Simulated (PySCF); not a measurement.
## Electron correlation in Cd(2+) (cadmium, charge +2)

[Kr] 4d9 5p1, one real determinant (an excited configuration). Computed with PySCF 2.14 in aug-cc-pwCVDZ-PP with ECP28MDF (6s6p5d3f, 70 functions), with scalar relativity through the core potential. Frozen: 4s2 4p6; 10 electrons correlated.

| level | correlation energy (mhartree) |
| --- | --- |
| CCSD | -292.54 |
| (T) | -5.26 |
| CCSD(T) | -297.80 |

Diagnostics: T1 = 0.0072, D1 = 0.0314, largest double amplitude 0.046.

The real determinant used has ⟨L²⟩ near 8 against 12 for a pure F term, so it mixes terms.

Cost of the coupled-cluster step: of the order of 14 core-seconds, for 10 correlated electrons.

Iterations:

```
CC2 = 0
CCSD nocc = (np.int64(6), np.int64(4)), nmo = (66, 66)
frozen orbitals [[0, 1, 2, 3], [0, 1, 2, 3]]
max_cycle = 100
direct = 0
conv_tol = 1e-08
conv_tol_normt = 1e-06
diis_space = 8
diis_start_cycle = 0
Init t2, MP2 energy = -0.303098214613055
Init E_corr(UCCSD) = -0.303098214613509
cycle = 1  E_corr(UCCSD) = -0.289576848070625  dE = 0.0135213665  norm(t1,t2) = 0.0306167
cycle = 2  E_corr(UCCSD) = -0.291883165466286  dE = -0.0023063174  norm(t1,t2) = 0.00984584
cycle = 3  E_corr(UCCSD) = -0.292192889190993  dE = -0.000309723725  norm(t1,t2) = 0.0060153
cycle = 4  E_corr(UCCSD) = -0.292381433548907  dE = -0.000188544358  norm(t1,t2) = 0.00397269
cycle = 5  E_corr(UCCSD) = -0.292427762369307  dE = -4.63288204e-05  norm(t1,t2) = 0.0033396
cycle = 6  E_corr(UCCSD) = -0.292553291810851  dE = -0.000125529442  norm(t1,t2) = 0.00134386
cycle = 7  E_corr(UCCSD) = -0.292544397777461  dE = 8.89403339e-06  norm(t1,t2) = 0.000351574
cycle = 8  E_corr(UCCSD) = -0.292538403697427  dE = 5.99408003e-06  norm(t1,t2) = 0.000111477
cycle = 9  E_corr(UCCSD) = -0.292540780359402  dE = -2.37666197e-06  norm(t1,t2) = 3.80976e-05
cycle = 10  E_corr(UCCSD) = -0.292541028446783  dE = -2.48087381e-07  norm(t1,t2) = 6.00133e-06
cycle = 11  E_corr(UCCSD) = -0.292540984948547  dE = 4.34982361e-08  norm(t1,t2) = 2.48564e-06
cycle = 12  E_corr(UCCSD) = -0.292540977517781  dE = 7.43076606e-09  norm(t1,t2) = 8.95721e-07
UCCSD converged
E(UCCSD) = -165.6901585382159  E_corr = -0.2925409775177811
UCCSD(T) correction = -0.00526041605151777
```

The reference is one real determinant that mixes LS terms of this configuration.
